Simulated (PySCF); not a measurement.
BH₄O₄, SMILES O[B-](O)(O)O, charge -1. Heavy atoms are numbered as in [OH:1][B-:2]([OH:3])([OH:4])[OH:5]. Hydrogens are named by the atom that carries them.

Geometry optimised at PBE0-D3(BJ)/def2-SVPD. The values are those of a single conformer.

Computed with PBE/pcSseg-1 run with PySCF.

GIAO shieldings, no solvent; atoms alike by connectivity are averaged. δ = σ(ref) − σ: ¹⁷O against H2O (σ = 334.3 ppm); ¹¹B against BF3 (σ = 83.9 ppm); ¹H against TMS (σ = 31.49 ppm), references at their B3LYP-D3(BJ)/def2-TZVP geometries, non-relativistic.

Question: Estimate the chemical shifts. (Estimate from the structure and the level; the computed values follow.)

Answer: 
| nucleus | atoms | count | δ (ppm) |
|---|---|---|---|
| ¹⁷O | O1 (OH) | 4 | 64.7 |
| ¹¹B | B2 | 1 | -10.5 |
| ¹H | H on O1 | 4 | -1.06 |
